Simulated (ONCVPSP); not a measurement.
fluorine, ONCV: configuration errors across variants

* Element: fluorine
* Generator: ONCVPSP 4.0.1
* Type: optimised norm-conserving Vanderbilt (ONCV)
* Functional: PBE
* Relativity: scalar-relativistic
* Frozen core: none
* Valence charge: 9
* Reference configuration: 1s2 2s2 2p3 (charge +2)
* Partial waves: 1s+2s: rc 0.40 bohr, ncon 5, nbas 8, qcut 38 1/bohr, 2 projectors; 2p: rc 1.70 bohr, ncon 3, nbas 7, qcut 9 1/bohr, 3 projectors, debl 0.5 Ha
* Local potential: polynomial inside 0.30 bohr (lpopt 5, dvloc0 0 Ha)
* Core correction: none

In the p channel the program set the typed energies aside and used -1.801, 0.250, 0.750 Ha.

All-electron excitation energies from the reference (eV): (1) 1s2 2s2 2p5 -57.775; (2) 1s2 2s2 2p4 -38.385; (3) 1s2 2s2 2p2 60.637; (4) 1s2 2s1 2p5 -19.282.

Errors AE − PS in meV (a dash: test not solved or not reliable):

```
      change   (1)   (2)   (3)   (4)  bound ghosts  GHOST(+) flags above zero
        base  +629  +246  +471  +604          none                       none
s: qcut 23.9  +629  +246  +471  +610          none                       none
s: qcut 26.6  +629  +246  +471  +610          none                       none
s: qcut 35.6  +629  +246  +471  +607          none                       none
s: qcut 39.8  +629  +246  +471  +604          none                       none
s: qcut 44.6  +629  +246  +471  +604          none                       none
s: qcut 48.7  +629  +246  +473  +604          none                       none
s: qcut 51.9  +629  +246  +471  +604          none                       none
s: qcut 56.4  +629  +246  +473  +601          none                       none
```

(1) Give the same row for: s: qcut 31.8.

## Answers

(1) +629, +246, +471, +607; bound ghosts: none; GHOST(+) flags above zero: none.
